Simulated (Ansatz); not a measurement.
Consider the ligand exchange at a Ge–C bond: `[OH][GeH2][CH2][SiH](O)F` + `C[SeH]` → `C[Se][GeH2][OH]` + `C[SiH](O)F`.

Program: Ansatz. Geometries: PBE0-D4/def2-TZVP. ΔE: electronic, gas phase. CBS: MP2 limit from def2 TZ/QZ plus the TZ coupled-cluster correction, frozen cores. DFT in def2-TZVPP. For Ge, Se outer-core shells are correlated without core-valence functions, which leaves a few kJ/mol of doubt a bond. Scalar relativity is left out up to krypton. Each species was taken in one conformer, which may not be the lowest.

(1) Is it downhill or uphill in electronic energy at CCSD(T)/CBS, and by how much? (An estimate is asked.)

(2) What do these levels give: ωB97X-V, PBE, r2SCAN, HF/def2-TZVPP, HF/def2-QZVPP, SCS-MP2/def2-QZVPP? (Estimate.)

Largest T1 diagnostic among the species: 0.012.

Results:

(1) Computed: Downhill: ΔE = -47.4 kJ/mol.

(2) Computed: ωB97X-V -47.8, PBE -56.7, r2SCAN -54.7, HF/def2-TZVPP -59.4, HF/def2-QZVPP -59.5, SCS-MP2/def2-QZVPP -50.3 kJ/mol.

In def2-TZVPP, CCSD(T) changes the Hartree–Fock value by +14.5 kJ/mol (the triples alone add +0.8 kJ/mol) and MP2 by +11.0 kJ/mol. The D4 term adds +4.5 kJ/mol with B3LYP and +2.5 kJ/mol with PBE0; it sums over pairs of atoms, weighted by their polarisabilities, and B3LYP, whose exchange is more repulsive, gets the larger term.

B3LYP here is the variant with VWN-RPA as its local correlation; programs differ in this.
